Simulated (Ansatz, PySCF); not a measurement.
Constitutional and geometric isomers with formula C3H5N. Isolated molecules, 0 K electronic values unless said otherwise. One relaxed conformer stands for each flexible species; it need not be the lowest. Strings in code marks are SMILES.

Quantity: electronic energy of isomers of C3H5N relative to `[H]/N=C\C=C` (C–C–C–N torsion 180°), in kJ/mol. The restricted reference of `[H]/N=C\C=C` and `C=CN=C` is unstable towards unrestricted orbitals.

Level 1: frozen-core CCSD(T)/6-31g // B3LYP-D3(BJ)/def2-TZVP (Ansatz, a first-principles code)
Level 2: HSE06/cc-pVTZ // B3LYP-D3(BJ)/def2-TZVP (Ansatz)
Level 3: PBE-D3(BJ)/def2-TZVP // B3LYP-D3(BJ)/def2-TZVP (PySCF)
Level 4: HF/3-21G // B3LYP-D3(BJ)/def2-TZVP (PySCF)

| species | level 1 | level 2 | level 3 | level 4 |
|---|---|---|---|---|
| `C=CN=C` (C–C–N–C torsion 180°) | 25.51 | 26.08 | 24.58 | 20.06 |
| `NC1=CC1` | 178.9 | 112.0 | 117.3 | 161.2 |
| `CC#CN` | 76.5 | 62.9 | 70.5 | 21.12 |
